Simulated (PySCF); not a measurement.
## MN15 on Cl⁻ (chlorine, charge -1)

Configuration: [Ar], closed-shell 1S. Computed with PySCF 2.14 in aug-cc-pV(T+d)Z with one added diffuse shell each of s, p, d, f type (7s6p5d3f, 71 functions), with the non-relativistic Hamiltonian (point nucleus).

| Property | Result |
| --- | --- |
| Total energy | -460.1843 hartree |
| One-electron energy | -641.1617 hartree |
| Hartree (Coulomb) energy | 209.2906 hartree |
| Exchange-correlation energy | -28.3132 hartree |
| Kinetic energy | 458.29184 hartree |
| ⟨S²⟩ | 0.0000 |
| ⟨L²⟩ | 0.000 |
| Sum of ⟨r⟩ | 18.90 bohr |
| Sum of ⟨r²⟩ | 38.99 bohr² |
| Density at the nucleus (Gaussians lack the cusp) | 3170 bohr⁻³ |
| Langevin diamagnetic susceptibility | -30.9 ×10⁻⁶ cm³/mol |

| shell | electrons | mean orbital energy (hartree) | rms radius, mean of both spins (bohr) |
| --- | --- | --- | --- |
| 1s | 2 | -100.10452 | 0.106 |
| 2s | 2 | -8.85855 | 0.494 |
| 2p | 6 | -6.87966 | 0.454 |
| 3s | 2 | -0.50818 | 1.75 |
| 3p | 6 | -0.06433 | 2.28 |
